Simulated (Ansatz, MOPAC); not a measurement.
Species: C₂H₃O (charge +1, singlet). SMILES: [OH2+]C#C

Atoms: C1, C2, O3, H4, H5, H6. Bonds: C1-C2, C1-H4, C2-O3, O3-H5, O3-H6.

Bond lengths (Å) and angles (degrees) optimised at AM1 with MOPAC; PM7 with MOPAC; HF/STO-3G with Ansatz (a program for electronic structure); B3LYP/LANL2DZ with Ansatz; B3LYP/6-31G* with Ansatz; MP2/6-31G* with Ansatz, each started from the B3LYP-D3(BJ)/def2-TZVP structure (Ansatz) of the last column. A row stands for all coordinates that are equal there; 7 of 8 kinds are shown. 6-31G* holds six Cartesian d functions. No wavenumbers were computed at HF/STO-3G, B3LYP/LANL2DZ, MP2/6-31G*, so these may be saddle points.

| coordinate | AM1 | PM7 | HF/STO-3G | B3LYP/LANL2DZ | B3LYP/6-31G* | MP2/6-31G* | B3LYP-D3(BJ)/def2-TZVP |
|---|---|---|---|---|---|---|---|
| C1-C2 | 1.192 | 1.209 | 1.171 | 1.209 | 1.197 | 1.209 | 1.187 |
| C1-H4 | 1.074 | 1.052 | 1.079 | 1.072 | 1.072 | 1.072 | 1.069 |
| C2-O3 | 1.369 | 1.376 | 1.384 | 1.372 | 1.369 | 1.378 | 1.360 |
| O3-H5 | 1.020 | 1.073 | 0.994 | 0.988 | 0.992 | 0.995 | 0.985 |
| C1-C2-O3 | 173.8 | 172.5 | 178.7 | 180.0 | 177.3 | 176.1 | 177.9 |
| C2-C1-H4 | 178.8 | 179.4 | 179.7 | 180.0 | 179.1 | 178.2 | 179.6 |
| C2-O3-H5 | 106.3 | 104.6 | 116.9 | 120.5 | 115.7 | 114.1 | 116.4 |

Mean signed difference of all 5 bond lengths from B3LYP-D3(BJ)/def2-TZVP: AM1 0.018 Å, PM7 0.040 Å, HF/STO-3G 0.007 Å, B3LYP/LANL2DZ 0.009 Å, B3LYP/6-31G* 0.007 Å, MP2/6-31G* 0.013 Å.
